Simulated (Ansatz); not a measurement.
Stepwise reaction of `[F][Mo]([F])([F])([F])=[S]` with hydrogen chloride, as a gas-phase model of exchange steps in deposition or etching. ΔE in kJ/mol; ΔG adds harmonic PBE0-D4 terms to CCSD(T)/CBS, at 1 bar.

Program: Ansatz. Geometries: PBE0-D4/def2-TZVP. ΔE: electronic, gas phase. CBS: MP2 limit from def2 TZ/QZ plus the TZ coupled-cluster correction, frozen cores. This one scheme is used for every species. DFT in def2-TZVPP. B3LYP here is the variant with VWN-RPA as its local correlation; programs differ in this. Elements past krypton have def2 core potentials. For Mo outer-core shells are correlated without core-valence functions, which leaves a few kJ/mol of doubt a bond.

```json
{"step": "1", "reaction": "`[F][Mo]([F])([F])([F])=[S]` + HCl → `[F][Mo]([F])([F])(=[S])[Cl]` + H–F", "PBE-D4": "10.2", "B3LYP-D4": "11.1", "ωB97M-V": "15.7", "CCSD(T)/CBS": "-0.5", "ΔG(600 K)": "-1.8"}
{"step": "2", "reaction": "`[F][Mo]([F])([F])(=[S])[Cl]` + HCl → `[F][Mo]([F])(=[S])([Cl])[Cl]` + H–F", "PBE-D4": "9.8", "B3LYP-D4": "11.0", "ωB97M-V": "15.9", "CCSD(T)/CBS": "-2.2", "ΔG(600 K)": "3.6"}
```

(1) By hand: ΔE of the 2 steps together at CCSD(T)/CBS.

Results:

(1) (-0.5) + (-2.2) = -2.7 kJ/mol, or -1.4 kJ/mol a step.

In ΔE the steps differ by no more than 1.7 kJ/mol. ΔG lies between -1.8 and 3.6 kJ/mol a step. PBE-D4 differs from CCSD(T)/CBS by 10.7 to 12.0 kJ/mol a step. Isolated molecules leave out the surface, adducts and barriers. Largest T1 diagnostic: 0.024.
